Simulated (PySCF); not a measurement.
Isomers of C4H8PSi (doublet state), one GFN2-xTB conformer each. Single-point energies are computed at B3LYP/pcH-1 (PySCF, gas phase, no added dispersion term), electronic only. GFN2-xTB treats the open shell by occupation alone, and not every SCF solution was tested for stability.

Task: Rank them by B3LYP/pcH-1 energy, lowest first (kJ/mol).
A. `[CH3:1][CH:2][C:3]#[C:4][SiH2:5][PH2:6]` (doublet state) with C4–Si5–P6–H 46° and -47°
B. `[CH3:1][CH2:2][C:3]#[C:4][SiH2:5][PH:6]` (doublet state) with C4–Si5–P6–H -53°

Result: B (0.0), A (24.4).

GFN2-xTB itself gives, in the same order: 0.0, 40.8. Both levels put the same isomer lowest.

Task: As an exercise, what shares would exp(−E/RT) give at 1000 K from these electronic energies alone (no entropy, no degeneracies)?

Result: RT = 8.314 kJ/mol: CCC#C[SiH2][PH] 95.0 %, C[CH]C#C[SiH2]P 5.0 %.

---

Isomers of C5H2F3O3 (doublet state), one GFN2-xTB conformer each. Single-point energies are computed at B3LYP/pcH-1 (PySCF, gas phase, no added dispersion term), electronic only. GFN2-xTB treats the open shell by occupation alone, and not every SCF solution was tested for stability.

Question: Rank them by B3LYP/pcH-1 energy, lowest first (kJ/mol).
A. `[O:1]=[C:2]1[CH:3][CH:4]=[C:5]([O:6][C:7]([F:8])([F:9])[F:10])[O:11]1` (doublet state) with C4–C5–O6–C7 180°
B. `[O:1]=[C:2]1[CH2:3][C:4]=[C:5]([O:6][C:7]([F:8])([F:9])[F:10])[O:11]1` (doublet state) with C4–C5–O6–C7 -171°

Answer: A (0.0), B (203.0).

GFN2-xTB itself gives, in the same order: 0.0, 183.7. Both levels put the same isomer lowest.
